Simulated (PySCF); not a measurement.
SMILES Cl[Si](Cl)(Cl)O[SiH2]O[SiH](F)F, singlet, PBE0/def2-SVP optimised geometry.

```
13

Si    -0.81     1.41    -0.12
F      0.45     2.41    -0.07
F     -1.50     1.61    -1.55
O     -0.27    -0.12     0.00
Si     0.27    -1.67     0.00
O     -0.27    -2.41     1.39
Si    -0.69    -2.16     2.94
Cl     0.73    -1.04     3.89
Cl    -2.47    -1.16     3.02
Cl    -0.88    -3.96     3.87
H     -1.76     1.74     0.95
H      1.76    -1.67     0.00
H     -0.31    -2.41    -1.14
```

Density from PBE0/def2-TZVP (PySCF) at that geometry.

Minimum of the electron density along straight lines between bonded atoms, close to the bond critical point (lines longer than 1.1 times the sum of covalent radii, or with two minima, are not listed):

```
bond      length / Å  ρ at the minimum / e bohr⁻³  ∇²ρ there / e bohr⁻⁵  position (fraction from the first atom)
--------  ----------  ---------------------------  --------------------  ---------------------------------------
Si1–F2         1.605                        0.138                  0.97                                     0.42
Si1–F3         1.605                        0.138                  0.97                                     0.42
Si1–O4         1.621                        0.140                  0.92                                     0.42
O4–Si5         1.648                        0.130                   ___                                     0.59
Si5–O6         1.665                        0.127                   ___                                     0.41
O6–Si7         1.625                        0.143                  0.89                                     0.59
Si7–Cl8        2.042                        0.105                  0.23                                     0.36
Si7–Cl9        2.043                        0.105                  0.22                                     0.36
Si7–Cl10       2.033                        0.107                  0.22                                     0.36
Si1–H11        1.468                        0.133                  0.12                                     0.49
Si5–H12        1.482                        0.127                  0.13                                     0.49
Si5–H13        1.481                        0.128                  0.13                                     0.49
```

Question: Fill in the missing entries.

Answer: 
- O4–Si5, ∇²ρ there / e bohr⁻⁵: 0.82
- Si5–O6, ∇²ρ there / e bohr⁻⁵: 0.77
